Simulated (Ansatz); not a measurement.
Ansatz (an electronic-structure program) input (wB97X-V/def2-TZVPD):

Ansatz 0.2 input:
```yaml
crystal:
  periodic: [false, false, false]
  atoms:
    - {symbol: Cl, position_ang: [1.56953615, -1.95441739, 0.88188008]}
    - {symbol: Si, position_ang: [1.14557259, -0.18755483, -0.07544387]}
    - {symbol: Cl, position_ang: [2.11201302, 1.37461198, 0.84305781]}
    - {symbol: Si, position_ang: [-1.17563763, 0.19308265, 0.12934847]}
    - {symbol: Cl, position_ang: [-1.60532418, 1.95935336, -0.86097407]}
    - {symbol: Cl, position_ang: [-2.14743929, -1.36745603, -0.82217769]}
    - {symbol: H, position_ang: [1.63155358, -0.28295209, -1.46502851]}
basis:
  gaussian:
    orbitals: def2-TZVPD
hamiltonian:
  xc: {name: wB97X-V}
magnetization: {spin_polarized: true, initial_magnetization: 1}
output: {forces: true}
```

Output:

```
Functional definition: wB97X-V
integrals: 0.55 GiB planned
1775 factors; their error is unknown
integrals: 0.58 GiB planned
396 factors; integrals over basis functions are off by at most 3.5e-5 eV
mean field: 5.50 GiB planned
mean field evaluation 1: about -65857.1561 eV, gradient 1.5e1 eV
mean field evaluation 2: about -65857.8950 eV, gradient 1.3e1 eV
mean field evaluation 4: about -65858.7388 eV, gradient 6.4e-1 eV
mean field evaluation 8: about -65858.7584 eV, gradient 3.9e-2 eV
mean field evaluation 16: about -65858.8344 eV, gradient 3.7e-4 eV
mean field -65858.83439556 eV, -2420.2675233157 hartree, gradient 4.5e-5 eV, S^2 0.754419; 0 other end points of the search recorded, 0 dependent functions left out
the calculation of the forces begins
reference -65858.83439186 eV, -2420.2675231796 hartree; 49, 48 occupied and 230, 231 virtual orbitals, 1775 factors
Total energy: -65858.83439186 eV, -2420.2675231796 hartree
Atom 0 at     1.569536    -1.954417     0.881880 Å, force    -0.042270     0.207471    -0.096935 eV/Å
Atom 1 at     1.145573    -0.187555    -0.075444 Å, force     0.067737    -0.008305     0.234398 eV/Å
Atom 2 at     2.112013     1.374612     0.843058 Å, force    -0.106300    -0.185468    -0.092353 eV/Å
Atom 3 at    -1.175638     0.193083     0.129348 Å, force    -0.089142     0.010904    -0.310549 eV/Å
Atom 4 at    -1.605324     1.959353    -0.860974 Å, force     0.046492    -0.267574     0.145833 eV/Å
Atom 5 at    -2.147439    -1.367456    -0.822178 Å, force     0.129565     0.242217     0.139888 eV/Å
Atom 6 at     1.631554    -0.282952    -1.465029 Å, force    -0.006082     0.000755    -0.020280 eV/Å
Dipole moment:     0.035075    -0.006063    -0.029791 e Å
```

It need not be the lowest isomer of its formula.
